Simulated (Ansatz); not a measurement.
Geometry optimisation, Ansatz 0.2.0, RKS PBE-D4/def2-SVP.

The input (input.yaml):

```yaml
crystal:
  periodic: [false, false, false]
  atoms:
    - { symbol: C, position_ang: [-0.9899, -0.1939, -1.05] }
    - { symbol: C, position_ang: [-0.3419, 0.231, 0.2435] }
    - { symbol: Si, position_ang: [0.7805, -1.1404, 0.7786] }
    - { symbol: Cl, position_ang: [-1.4849, 0.4978, 1.5157] }
    - { symbol: B, position_ang: [0.5118, 1.5674, 0.0386] }
    - { symbol: F, position_ang: [1.562, 1.655, -0.9342] }
    - { symbol: H, position_ang: [-0.2717, -0.3267, -1.8684] }
    - { symbol: H, position_ang: [-1.5981, -1.0578, -0.9277] }
    - { symbol: H, position_ang: [-1.7241, 0.6779, -1.3429] }
    - { symbol: H, position_ang: [0.042, -2.3745, 1.0192] }
    - { symbol: H, position_ang: [1.4586, -0.7645, 2.075] }
    - { symbol: H, position_ang: [1.8534, -1.3649, -0.2238] }
    - { symbol: H, position_ang: [0.2228, 2.5587, 0.6912] }
basis:
  gaussian: { orbitals: def2-SVP }
hamiltonian:
  xc: pbe
  dispersion: d4
relax:
  f_tol: 0.015
  max_steps: 40
output:
  orbitals: {}
```

Run as:

```bash
$ ansatz run input.yaml --threads 2 --pin off --max-ram 3072MiB --backend cpu --events-out ev --progress --plain --runs-dir out
```

Q: Where does it end, and by what steps?

A: It converged. The force dipped under the threshold on the way, but the program's further checks kept it going. After 19 steps the energy has fallen by 0.594 eV; H13 moved furthest, 0.75 Å.

| step | energy less start (eV) | largest force component (eV/Å) | accepted |
| --- | --- | --- | --- |
| 0 | 0.0000 | 2.927 | yes |
| 1 | -0.4391 | 1.262 | yes |
| 2 | -0.4913 | 1.195 | yes |
| 3 | -0.4878 | 1.376 | no |
| 4 | -0.5555 | 0.315 | yes |
| 5 | -0.5618 | 0.126 | yes |
| 6 | -0.5670 | 0.124 | yes |
| 7 | -0.5828 | 0.112 | yes |
| 8 | -0.5801 | 0.440 | no |
| 9 | -0.5882 | 0.067 | yes |
| 10 | -0.5914 | 0.037 | yes |
| 11 | -0.5897 | 0.265 | no |
| 12 | -0.5922 | 0.040 | yes |
| 13 | -0.5924 | 0.162 | yes |
| 14 | -0.5929 | 0.111 | yes |
| 15 | -0.5934 | 0.025 | yes |
| 16 | -0.5934 | 0.019 | yes |
| 17 | -0.5936 | 0.015 | yes |
| 18 | -0.5936 | 0.024 | yes |
| 19 | -0.5936 | 0.015 | yes |

```xyz
13
Properties=species:S:1:pos:R:3
C -1.020 -0.189 -1.137
C -0.333 0.266 0.151
Si 0.821 -1.106 0.868
Cl -1.578 0.515 1.486
B 0.529 1.575 0.059
F 1.031 1.931 -1.128
H -0.265 -0.315 -1.940
H -1.554 -1.151 -1.005
H -1.756 0.566 -1.481
H -0.024 -2.325 1.102
H 1.448 -0.642 2.150
H 1.902 -1.421 -0.134
H 0.819 2.259 1.023
```

Time of the run: 44 s on 2 threads of Intel(R) Xeon(R) Platinum 8488C (Sapphire Rapids) (shared host), peak memory 0.2 GiB.
